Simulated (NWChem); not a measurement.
System: HTeBr; SMILES Br[TeH]

Input file for NWChem:

```
start job
memory heap 200 mb stack 900 mb global 1100 mb
geometry units angstroms noautoz
  Te     0.016189    -0.978012     0.000000
  H     -1.649516    -1.062708     0.000000
  Br     0.044276     1.535947     0.000000
end
basis spherical
  * library def2-svpd
end
ecp
  Te library def2-ecp
end
dft
  xc b3lyp
  iterations 150
end
tddft
  cis
  nroots 6
  notriplet
end
task tddft energy
```

Excerpt of the output:

```
             Northwest Computational Chemistry Package (NWChem) 7.3.0
             --------------------------------------------------------

 CS  symmetry detected

                             Geometry "geometry" -> ""
                             -------------------------

 Output coordinates in angstroms (scale by  1.889725989 to convert to a.u.)

  No.       Tag          Charge          X              Y              Z
 ---- ---------------- ---------- -------------- -------------- --------------
    1 Te                  52.0000     0.02460267    -0.99863471     0.00000000
    2 H                    1.0000    -1.63943706    -1.11141027     0.00000000
    3 Br                  35.0000     0.01028852     1.51544044     0.00000000

 Effective nuclear repulsion energy (a.u.)     405.5474636322

      Symmetry information
      --------------------

 Group name             Cs
 Group number              2
 Group order               2
 No. of unique centers     3

                                 NWChem DFT Module
                                 -----------------

 Summary of "ao basis" -> "ao basis" (spherical)
 ------------------------------------------------------------------------------
       Tag                 Description            Shells   Functions and Types
 ---------------- ------------------------------  ------  ---------------------
 Te                        def2-svpd                13       35   5s5p3d
 H                         def2-svpd                 4        8   2s2p
 Br                        def2-svpd                15       41   6s5p4d

      Symmetry analysis of basis
      --------------------------

        a'         58
        a"         26

            General Information
            -------------------
          SCF calculation type: DFT
          Wavefunction type:  closed shell.
          No. of atoms     :     3
          No. of electrons :    60
           Alpha electrons :    30
            Beta electrons :    30
          Charge           :     0
          Spin multiplicity:     1
          Use of symmetry is: off; symmetry adaption is: on
          Maximum number of iterations: 150
          AO basis - number of functions:    84
                     number of shells:    32
          Convergence on energy requested:  1.00D-06
          Convergence on density requested:  1.00D-05
          Convergence on gradient requested:  5.00D-04

              XC Information
              --------------
                         B3LYP Method XC Potential
                     Hartree-Fock (Exact) Exchange  0.200
                        Slater Exchange Functional  0.800 local
                    Becke 1988 Exchange Functional  0.720 non-local
              Lee-Yang-Parr Correlation Functional  0.810
                  VWN I RPA Correlation Functional  0.190 local

             Grid Information
             ----------------
          Grid used for XC integration:  medium
          Radial quadrature: Mura-Knowles
          Angular quadrature: Lebedev.
          Tag              B.-S. Rad. Rad. Pts. Rad. Cut. Ang. Pts.
          ---              ---------- --------- --------- ---------
          Te                  1.40      123          13.0       590
          H                   0.35       45          11.0       434
          Br                  1.15      112          13.0       590
          Grid pruning is: on
          Number of quadrature shells:   280
          Spatial weights used:  Erf1

      Superposition of Atomic Density Guess
      -------------------------------------

 Sum of atomic energies:       -2883.80919885

      Non-variational initial energy
      ------------------------------

 Total energy =   -2839.691492
 1-e energy   =   -4428.835262
 2-e energy   =    1398.752931
 HOMO         =      -0.232601
 LUMO         =      -0.088518

      Symmetry analysis of molecular orbitals - initial
      -------------------------------------------------

  Numbering of irreducible representations:

     1 a'          2 a"

  Orbital symmetries:

     1 a'          2 a'          3 a'          4 a'          5 a"
     6 a'          7 a'          8 a'          9 a"         10 a'
    11 a'         12 a'         13 a"         14 a'         15 a'
    16 a"         17 a'         18 a"         19 a'         20 a'
    21 a"         22 a'         23 a"         24 a'         25 a'
    26 a'         27 a'         28 a"         29 a'         30 a"
    31 a'         32 a'         33 a'         34 a'         35 a"
    36 a'         37 a'         38 a'         39 a"         40 a"

 !! scf_movecs_sym_adapt:    2 vectors were symmetry contaminated

  Symmetry fudging

   convergence    iter        energy       DeltaE   RMS-Dens  Diis-err
 ---------------- ----- ----------------- --------- --------- ---------
 d= 0,ls=0.0,diis     1  -2842.5581767874 -3.03D+03  1.26D-02  2.76D-01
 d= 0,ls=0.0,diis     2  -2842.5632542469 -5.08D-03  6.44D-03  1.82D-01
 d= 0,ls=0.0,diis     3  -2842.5862513665 -2.30D-02  2.37D-03  2.82D-02
 d= 0,ls=0.0,diis     4  -2842.5906445151 -4.39D-03  5.60D-04  1.90D-03
 d= 0,ls=0.0,diis     5  -2842.5909724438 -3.28D-04  6.89D-05  5.28D-05
  Resetting Diis
 d= 0,ls=0.0,diis     6  -2842.5909791952 -6.75D-06  1.56D-05  1.60D-06
 d= 0,ls=0.0,diis     7  -2842.5909795092 -3.14D-07  2.97D-06  1.75D-08

         Total DFT energy =    -2842.590979509196
      One electron energy =    -4429.080340647743
           Coulomb energy =     1508.670261394018
    Exchange-Corr. energy =     -112.571738693529
 Nuclear repulsion energy =      190.390838438059

 Numeric. integr. density =       60.000004566243

                  Occupations of the irreducible representations
                  ----------------------------------------------

                     irrep           alpha         beta
                     --------     --------     --------
                     a'               21.0         21.0
                     a"                9.0          9.0

                       DFT Final Molecular Orbital Analysis
                       ------------------------------------

 Vector   28  Occ=2.000000D+00  E=-3.231010D-01  Symmetry=a"
              MO Center=  7.4D-03,  1.0D+00,  1.1D-09, r^2= 2.4D+00
   Bfn.  Coefficient  Atom+Function         Bfn.  Coefficient  Atom+Function
  ----- ------------  ---------------      ----- ------------  ---------------
    61      0.500200  3 Br pz                58      0.481914  3 Br pz
    55     -0.316797  3 Br pz                14      0.250515  1 Te pz
    17      0.172340  1 Te pz                52      0.102912  3 Br pz
    11     -0.097542  1 Te pz                 8     -0.076522  1 Te pz
    64      0.056234  3 Br pz                27      0.038619  1 Te d -1

 Vector   29  Occ=2.000000D+00  E=-3.024243D-01  Symmetry=a'
              MO Center= -6.6D-02,  1.1D+00,  3.3D-10, r^2= 2.6D+00
   Bfn.  Coefficient  Atom+Function         Bfn.  Coefficient  Atom+Function
  ----- ------------  ---------------      ----- ------------  ---------------
    59      0.544103  3 Br px                56      0.513778  3 Br px
    53     -0.336281  3 Br px                36      0.168127  2 H  s
    12     -0.142956  1 Te px                37      0.125769  2 H  s
     3     -0.124551  1 Te s                  4     -0.116558  1 Te s
    50      0.109175  3 Br px                62      0.069576  3 Br px

 Vector   30  Occ=2.000000D+00  E=-2.349970D-01  Symmetry=a"
              MO Center= -9.7D-03, -5.5D-01,  1.7D-09, r^2= 3.3D+00
   Bfn.  Coefficient  Atom+Function         Bfn.  Coefficient  Atom+Function
  ----- ------------  ---------------      ----- ------------  ---------------
    14      0.570661  1 Te pz                17      0.467633  1 Te pz
    61     -0.288661  3 Br pz                58     -0.264818  3 Br pz
    11     -0.217819  1 Te pz                 8     -0.169661  1 Te pz
    55      0.169901  3 Br pz                52     -0.055036  3 Br pz
    64     -0.048773  3 Br pz                20      0.044752  1 Te pz

[...]

                                NWChem TDDFT Module
                                -------------------

            General Information
            -------------------
           No. of orbitals :     168
            Alpha orbitals :      84
             Beta orbitals :      84
        Alpha frozen cores :       0
         Beta frozen cores :       0
     Alpha frozen virtuals :       0
      Beta frozen virtuals :       0
         Spin multiplicity :       1
    Number of AO functions :      84
        Use of symmetry is : off
      Symmetry adaption is : on
         Schwarz screening :  0.10D-07

              XC Information
              --------------
                  B3LYP Method XC Potential
              Hartree-Fock (Exact) Exchange   0.20
                 Slater Exchange Functional   0.80 local
             Becke 1988 Exchange Functional   0.72 non-local
       Lee-Yang-Parr Correlation Functional   0.81
           VWN I RPA Correlation Functional   0.19 local

             TDDFT Information
             -----------------
          Calculation type : Tamm-Dancoff TDDFT
         Wavefunction type : Restricted singlets
          No. of electrons :      60
           Alpha electrons :      30
            Beta electrons :      30
              No. of roots :       6
          Max subspacesize :    5200
            Max iterations :     100
               Target root :       1
           Target symmetry : none
      Symmetry restriction : off
                 Algorithm : Optimal
        Davidson threshold :  0.10D-03

    6 smallest eigenvalue differences (eV)
--------------------------------------------------------
  No. Spin  Occ  Vir  Irrep   E(Occ)    E(Vir)   E(Diff)
--------------------------------------------------------
    1    1   30   31 a"       -0.235    -0.117     3.210
    2    1   29   31 a'       -0.302    -0.117     5.045
    3    1   30   32 a"       -0.235    -0.040     5.304
    4    1   28   31 a"       -0.323    -0.117     5.607
    5    1   27   31 a'       -0.363    -0.117     6.696
    6    1   30   33 a"       -0.235     0.019     6.918
--------------------------------------------------------

  Entering Davidson iterations
  Restricted singlet excited states

  Iter   NTrls   NConv    DeltaV     DeltaE      Time
  ----  ------  ------  ---------  ---------  ---------
    1      6       0     0.15E+00   0.10+100       13.6
    2     12       0     0.59E-01   0.52E-01       10.9
    3     18       0     0.21E-01   0.62E-02       10.9
    4     24       3     0.80E-02   0.13E-02       11.2
    5     27       4     0.69E-02   0.24E-03       10.5
    6     29       3     0.47E-02   0.17E-03       10.0
    7     32       4     0.18E-02   0.36E-04        9.6
    8     34       5     0.75E-03   0.29E-05        9.2
    9     35       5     0.19E-03   0.31E-06        7.2
   10     36       6     0.44E-04   0.21E-07        9.7
  ----  ------  ------  ---------  ---------  ---------
  Convergence criterion met

  Ground state a'      -2842.590979509196 a.u.

  ----------------------------------------------------------------------------
  Root   1 singlet a"             0.080822563 a.u.                2.1993 eV
  ----------------------------------------------------------------------------
     Transition Moments    X  0.00000   Y  0.00000   Z  0.13808
     Dipole Oscillator Strength                    0.0010273620
     Electric Quadrupole                           0.0000000026
     Magnetic Dipole                               0.0000002605
     Total Oscillator Strength                     0.0010276251

     Occ.   30  a"  ---  Virt.   31  a'       0.99807
  ----------------------------------------------------------------------------
  Root   2 singlet a'             0.146417381 a.u.                3.9842 eV
  ----------------------------------------------------------------------------
     Transition Moments    X -0.16376   Y  0.18704   Z  0.00000
     Dipole Oscillator Strength                    0.0060326256
     Electric Quadrupole                           0.0000000022
     Magnetic Dipole                               0.0000000377
     Total Oscillator Strength                     0.0060326655

     Occ.   27  a'  ---  Virt.   31  a'      -0.08532
     Occ.   29  a'  ---  Virt.   31  a'       0.99406
  ----------------------------------------------------------------------------
  Root   3 singlet a"             0.157128232 a.u.                4.2757 eV
  ----------------------------------------------------------------------------
     Transition Moments    X  0.00000   Y  0.00000   Z  0.22765
     Dipole Oscillator Strength                    0.0054285058
     Electric Quadrupole                           0.0000000124
     Magnetic Dipole                               0.0000004985
     Total Oscillator Strength                     0.0054290168

     Occ.   28  a"  ---  Virt.   31  a'      -0.22079
     Occ.   30  a"  ---  Virt.   32  a'      -0.97290
  ----------------------------------------------------------------------------
  Root   4 singlet a"             0.166174990 a.u.                4.5219 eV
  ----------------------------------------------------------------------------
     Transition Moments    X  0.00000   Y -0.00000   Z -0.03524
     Dipole Oscillator Strength                    0.0001375776
     Electric Quadrupole                           0.0000000438
     Magnetic Dipole                               0.0000002009
     Total Oscillator Strength                     0.0001378222

     Occ.   28  a"  ---  Virt.   31  a'       0.97316
     Occ.   30  a"  ---  Virt.   32  a'      -0.22009
  ----------------------------------------------------------------------------
  Root   5 singlet a"             0.224851920 a.u.                6.1185 eV
  ----------------------------------------------------------------------------
     Transition Moments    X  0.00000   Y -0.00000   Z  0.70531
     Dipole Oscillator Strength                    0.0745692295
     Electric Quadrupole                           0.0000010102
     Magnetic Dipole                               0.0000021635
     Total Oscillator Strength                     0.0745724032

     Occ.   30  a"  ---  Virt.   33  a'      -0.97868
     Occ.   30  a"  ---  Virt.   34  a'      -0.07730
     Occ.   30  a"  ---  Virt.   35  a'       0.15162
  ----------------------------------------------------------------------------
  Root   6 singlet a'             0.226899953 a.u.                6.1743 eV
  ----------------------------------------------------------------------------
     Transition Moments    X -0.07642   Y  0.67302   Z  0.00000
     Dipole Oscillator Strength                    0.0694008594
     Electric Quadrupole                           0.0000002255
     Magnetic Dipole                               0.0000003338
     Total Oscillator Strength                     0.0694014187

     Occ.   26  a'  ---  Virt.   31  a'      -0.44908
     Occ.   27  a'  ---  Virt.   31  a'       0.77413
     Occ.   29  a'  ---  Virt.   31  a'       0.05236
     Occ.   29  a'  ---  Virt.   32  a'      -0.39888
     Occ.   30  a"  ---  Virt.   40  a"       0.05584
     Occ.   30  a"  ---  Virt.   42  a"       0.14130

              Target root =      1
          Target symmetry = none
      Ground state energy =  -2842.590979509196
        Excitation energy =      0.080822563117
     Excited state energy =  -2842.510156946078

  stored tddft:energy   -2842.5101569460785
```

Level: B3LYP/def2-SVPD with def2 effective core potentials on Te, TDA. The geometry was optimised at PBE0/def2-SVP. Not confirmed as a minimum by frequencies. def2 effective core potentials on Te; no spin-orbit coupling.
